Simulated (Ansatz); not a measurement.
Geometry optimisation, Ansatz 0.2.0, RKS PBE0-D4/def2-SVP.

The input (input.yaml):

```yaml
crystal:
  periodic: [false, false, false]
  atoms:
    - { symbol: Ti, position_ang: [0.0, 0.0, 0.0] }
    - { symbol: "N", position_ang: [0.0, 0.0, 2.41] }
    - { symbol: H, position_ang: [-0.877, -0.2713, 2.94] }
    - { symbol: H, position_ang: [0.877, 0.2713, 2.94] }
    - { symbol: F, position_ang: [1.7257, 0.0, -0.6094] }
    - { symbol: F, position_ang: [-0.8619, 1.4933, -0.6094] }
    - { symbol: F, position_ang: [-0.8619, -1.4933, -0.6094] }
    - { symbol: H, position_ang: [-1.898, 0.006, 0.6306] }
    - { symbol: H, position_ang: [-1.4689, 0.0047, 1.6495] }
basis:
  gaussian: { orbitals: def2-SVP }
hamiltonian:
  xc: pbe0
  dispersion: d4
relax:
  f_tol: 0.15
  max_steps: 25
  restrain:
    - { distance: [0, 7], at: 2.9, k: 30.0 }
    - { distance: [8, 1], at: 2.26, k: 30.0 }
    - { distance: [0, 1], at: 2.06, k: 30.0 }
    - { distance: [8, 7], at: 0.66, k: 30.0 }
```

Run as:

```bash
$ ansatz run input.yaml --threads 2 --pin off --max-ram 3072MiB --backend cpu --events-out ev --progress --plain --runs-dir out
```

**Question.** Where does it end, and by what steps?

**Answer.** It converged. The restraints hold the end off the free minimum; the threshold counts their pulls, which the force column leaves out. Restrained pairs: Ti1–H8 (2.00 → 2.90 Å), N2–H9 (1.65 → 2.27 Å), Ti1–N2 (2.41 → 1.98 Å), H8–H9 (1.11 → 0.72 Å). After 7 steps the energy has fallen by 3.580 eV (the restraints' own energy left out); H8 moved furthest, 0.81 Å.

| step | energy less start (eV) | largest force component (eV/Å) | accepted |
| --- | --- | --- | --- |
| 0 | 0.0000 | 4.391 | yes |
| 1 | -1.2020 | 3.293 | yes |
| 2 | -1.7520 | 6.019 | yes |
| 3 | -2.4809 | 5.591 | yes |
| 4 | -3.3036 | 2.154 | yes |
| 5 | -3.5265 | 2.108 | yes |
| 6 | -3.5762 | 2.382 | yes |
| 7 | -3.5802 | 2.368 | yes |

```xyz
9
Properties=species:S:1:pos:R:3
Ti 0.166 -0.023 0.119
N 0.103 0.024 2.099
H -0.534 -0.513 2.680
H 0.907 0.346 2.633
F 1.837 0.013 -0.318
F -0.588 1.391 -0.554
F -0.619 -1.434 -0.511
H -2.565 -0.063 1.094
H -2.073 0.269 1.501
```

Time of the run: 19 s on 2 threads of Intel(R) Xeon(R) 6975P-C (Granite Rapids), with other jobs on the host, peak memory 0.27 GiB.
